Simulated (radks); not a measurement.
Results of a calculation; reference values are marked as such.
Problem. The mean radii <r> (bohr) of the occupied orbitals of an atom or ion are listed with their occupations. Level of theory: scalar-relativistic Kohn-Sham, BLYP, spin-polarised, spherical densities, finite nucleus; Fermi nuclear charge, rms radius of each element as measured or else 0.836 A^(1/3) + 0.57 fm (a radial shooting solver on a logarithmic mesh with Libxc functionals).

| orbital | occ. | <r> |
|---|---|---|
| 1s up | 1 | 0.01579 |
| 1s down | 1 | 0.01579 |
| 2s up | 1 | 0.06649 |
| 2s down | 1 | 0.06649 |
| 2p up | 3 | 0.06054 |
| 2p down | 3 | 0.06054 |
| 3s up | 1 | 0.1716 |
| 3s down | 1 | 0.1716 |
| 3p up | 3 | 0.1737 |
| 3p down | 3 | 0.1737 |
| 3d up | 5 | 0.1575 |
| 3d down | 5 | 0.1575 |
| 4s up | 1 | 0.3771 |
| 4s down | 1 | 0.3771 |
| 4p up | 3 | 0.4026 |
| 4p down | 3 | 0.4026 |
| 4d up | 5 | 0.4225 |
| 4d down | 5 | 0.4225 |
| 5s up | 1 | 0.8303 |
| 5s down | 1 | 0.8301 |
| 4f up | 7 | 0.4409 |
| 4f down | 7 | 0.4409 |
| 5p up | 3 | 0.9463 |
| 5p down | 3 | 0.9452 |
| 5d up | 5 | 1.210 |
| 5d down | 5 | 1.204 |
| 6s up | 1 | 1.956 |

Name the element and its charge. Open shells, if any, are filled with parallel spins first.

Solution. Z = 83, bismuth, charge +4: Bi4+ in [Xe] 4f14 5d10 6s1. The 1s radius gives Z: for a bare nucleus <r> = (2 gamma + 1)/(2Z) with gamma = sqrt(1 - (Z/c)^2), 0.01561 bohr for Z = 83, and screening makes it slightly larger (0.01579 here). The occupations add up to 79, and the charge is Z minus that.
